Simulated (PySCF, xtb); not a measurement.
MgF, SMILES [F][Mg+], charge +1.

GFN2-xTB in xtb at its own geometry gives an orbital gap of 1.84 eV.

Geometry: PBE0-D3(BJ)/def2-TZVPD. The spin state was assumed, not searched.

Problem. What does PySCF with PBE/def2-TZVPD give? (Estimate from the structure and the level; the computed values follow.)

Solution. gap 3.19 eV (levels -13.92 and -10.73 eV).
